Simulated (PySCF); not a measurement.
PBE0 on Cu⁻ (copper, charge -1), [Ar] 3d10 4s2, closed-shell 1S. Computed with PySCF 2.14 in dyall-av2z (16s12p7d2f, 101 functions), with no relativity, point nucleus.

```
cycle= 1 E= -1640.2840661998  delta_E= -0.0113  |g|= 0.346  |ddm|= 0.31
cycle= 2 E= -1640.17755260279  delta_E= 0.107  |g|= 0.956  |ddm|= 0.32
cycle= 3 E= -1640.30200443092  delta_E= -0.124  |g|= 0.0515  |ddm|= 0.208
cycle= 4 E= -1640.30249292789  delta_E= -0.000488  |g|= 0.0113  |ddm|= 0.027
cycle= 5 E= -1640.30251983199  delta_E= -2.69e-05  |g|= 0.000741  |ddm|= 0.00754
cycle= 6 E= -1640.30252009421  delta_E= -2.62e-07  |g|= 0.000209  |ddm|= 0.00109
cycle= 7 E= -1640.30252010048  delta_E= -6.27e-09  |g|= 3.46e-06  |ddm|= 0.000141
cycle= 8 E= -1640.30252010049  delta_E= -5e-12  |g|= 5.89e-07  |ddm|= 1.09e-05
converged SCF energy = -1640.30252010049  <S^2> = 3.5527137e-15  2S+1 = 1
```

Highest occupied orbital energy: 0.463 eV; ⟨L²⟩ = 0.00; populations by l: s 8.00, p 12.00, d 10.00, f 0.00.

Problem. Can this result be used?

Solution. With care. The run converged. At PBE0 the highest occupied level has a positive energy, so only the finite basis holds that electron; in a semilocal or global hybrid functional this comes from self-interaction and does not mean that the real anion is unbound.
